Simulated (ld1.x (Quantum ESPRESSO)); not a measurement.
## molybdenum (Mo): one change to a PAW potential, before and after

| Property | Result |
| --- | --- |
| Element | Mo |
| Generator | ld1.x (Quantum ESPRESSO) 7.5 |
| Type | PAW |
| Functional | PBE |
| Relativity | scalar-relativistic |
| Frozen core | [Kr] |
| Valence charge | 6 |
| Reference configuration | 4d5 5s1 5p0 |
| Partial waves | 5s (bound): rcut 2.45, rcutus 3.35 bohr; 5s channel at 0.05 Ry: rcut 2.45, rcutus 3.35 bohr; 5p (bound, empty): rcut 2.40, rcutus 3.35 bohr; 5p channel at 0.45 Ry: rcut 2.40, rcutus 3.35 bohr; 4d (bound): rcut 1.70, rcutus 2.20 bohr; 4d channel at 3.8 Ry: rcut 1.70, rcutus 2.20 bohr |
| Local potential | all-electron potential smoothed inside 1.80 bohr (lloc = -1) |
| Core correction | Bessel-smoothed model core inside 1.10 bohr |
| Augmentation charge | GAUSS, radius 1.40 bohr |

All-electron outer shells of the reference configuration (PBE, scalar-relativistic, ld1.x):

```json
{"shell": "4s", "level (eV)": "-64.35", "outermost node (bohr)": "0.51", "outermost maximum (bohr)": "0.99"}
{"shell": "4p", "level (eV)": "-38.49", "outermost node (bohr)": "0.52", "outermost maximum (bohr)": "1.08"}
{"shell": "5s", "level (eV)": "-4.09", "outermost node (bohr)": "1.34", "outermost maximum (bohr)": "2.93"}
{"shell": "4d", "level (eV)": "-3.75", "outermost node (bohr)": "0.53", "outermost maximum (bohr)": "1.38"}
{"shell": "5p", "level (eV)": "-1.04", "outermost node (bohr)": "1.54", "outermost maximum (bohr)": "4.11"}
```

Change: wave 5p channel at 0.45 Ry: rcut 2.40, rcutus 3.35 bohr becomes 5p channel at -0.16 Ry: rcut 2.40, rcutus 3.35 bohr.

Cutoffs: the cutoffs (Ry, on a coarse ladder) from which the occupation-weighted sum of valence levels, in a spherical-Bessel basis at the reference potential, stays within 10 and 1 mRy of its value at 400 Ry; they do not see the model core or the augmentation charge, which bear on the density cutoff. Errors are all-electron minus pseudo energies relative to the spin-unpolarised reference configuration.

Problem. What does the change do?

Solution. The potential gets neither clearly harder nor softer (21 Ry and 35 Ry → 21 Ry and 35 Ry); the bound ghosts move from s to p, s; the number of tests that count goes from 6 to 7; the errors of the 6 common tests hardly move.

| quantity | base | changed |
| --- | --- | --- |
| cutoff, loose | 21 Ry | 21 Ry |
| cutoff, tight | 35 Ry | 35 Ry |
| bound ghosts | s | s, p |
| tests counted (converged, no solver errors) | 6 of 7 | 7 of 7 |
| error for 4d5 5s0 5p0, meV [ΔE 6.89 eV] | -5.2 | -5.2 |
| error for 4d4 5s0 5p0, meV [ΔE 22.35 eV] | -72 | -72 |
| error for 4d3 5s0 5p0, meV [ΔE 49.10 eV] | -472 | -472 |
| error for 4d4 5s2 5p0, meV [ΔE 0.20 eV] | -44 | -44 |
| error for 4d4 5s1 5p0, meV [ΔE 8.06 eV] | -39 | -39 |
| error for 4d6 5s0 5p0, meV [ΔE 0.76 eV] | -19 | -19 |
| s: phases at 3.65 bohr within 0.05 rad from the reference energy up to (Ry; the scan ends near 5) | 2.0 | 2.0 |
| p: phases at 3.65 bohr within 0.05 rad from the reference energy up to (Ry; the scan ends near 5) | 2.9 | 2.8 |
| d: phases at 3.65 bohr within 0.05 rad from the reference energy up to (Ry; the scan ends near 5) | 4.6 | 4.6 |
| lowest overlap eigenvalue by channel | s 0.12, p 0.43, d 0.82 | s 0.12, p 0.46, d 0.82 |

Base: Tests not counted: 4d4 5s1 5p1 (solver errors, printed error -2.3 eV). A true bound ghost makes a file unfit for plane-wave use even where its test errors are small: the radial tests pick states by their node count and pass the ghost by. Where a test does run into it, the solver fails or the error is huge.
